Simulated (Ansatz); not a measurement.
Breaking the Ge1–H4 bond in CH6GeO (SMILES C[O][GeH3]) (multiplicity 1 held, fragments rigid). Energies count from the point at 1.532 Å.
Geometry at that point (charge 0, multiplicity 1):
```xyz
9

Ge     0.70621    -0.11748     0.11798
O     -0.90592    -0.12633    -0.65985
C     -1.98001     0.51276     0.00577
H      1.61131    -0.88016    -0.85431
H      1.16140     1.34424     0.31137
H      0.60492    -0.81783     1.48930
H     -1.79298     1.58364     0.15373
H     -2.87068     0.40372    -0.61514
H     -2.18513     0.06001     0.98383
```

R- and RO- levels are restricted; in cc, def2 and unpolarised 6-31G sets they are followed outwards from rest. U- levels take the lowest unrestricted solution at each point, which mixes spins at long bonds. Active spaces are followed from a long bond inwards. Curves can end on different states.

Correlated levels freeze the cores. Filled d and f shells under p-block atoms count as core.

Codes used: Ansatz (a first-principles code). Each number belongs to the level named beside it.

### Question
What energy at R = 4.902 Å does R-HF/cc-pVDZ give?

### Answer
7.52 eV

Doubts at one or more of the structures used: a restricted determinant that unrestricted orbitals would lower (R-HF/cc-pVDZ).
